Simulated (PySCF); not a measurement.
Atom-mapped SMILES (the numbers label the heavy atoms): `[CH:1]#[C:2][P:3]([CH3:4])[C:5]([CH3:6])=[O:7]`. Hydrogens are named by the atom that carries them.

[PySCF 2.14.0 with density-fitted response routines: NMR shieldings at PBE0/pcSseg-1/GIAO; geometry from GFN2-xTB; one averaged value for each set of equivalent atoms; in vacuum; one conformer; non-relativistic Hamiltonian]

Scale: TMS for ¹³C (186.93 ppm) and ¹H (31.72 ppm); ³¹P (318.38 ppm) against H3PO4; H2O for ¹⁷O (336.08 ppm) (reference shieldings calculated alike).

```
atoms  nucleus  count  δ (ppm)
   C4      ¹³C      1     13.9
   C2      ¹³C      1        ?
   O7      ¹⁷O      1    737.8
   P3      ³¹P      1    -54.2
   C5      ¹³C      1    229.0
H(C6)       ¹H      3        ?
   C1      ¹³C      1    104.5
   C6      ¹³C      1     34.6
H(C1)       ¹H      1     2.71
H(C4)       ¹H      3        ?
```

Problem. Complete the table.

Solution. 
- C2: 88.4 ppm, alkyne carbon; the triple bond shields along its axis, which puts it between sp3 and sp2 carbons
- H(C6): 2.72 ppm, hydrogen on a methyl carbon α to a carbonyl; α to C=O
- H(C4): 1.51 ppm, hydrogen on a methyl carbon bonded to P

Shifts are as computed. Against solution values, carbons near 30 ppm lie about +3 ppm off and those near 130 ppm about +5 ppm. Of 1211 compounds with measured shifts, 218 miss one by over three times the rms of a fit or turn the order of signals round; such compounds aren't used in these exercises. Unscaled 17O shifts of doubly bonded oxygen tend to come out too high, by tens of ppm or more. Experimental scales use liquid or dissolved standards, which lie at an offset from isolated H2O (liquid H2O: subtract about 36 ppm) and H3PO4.
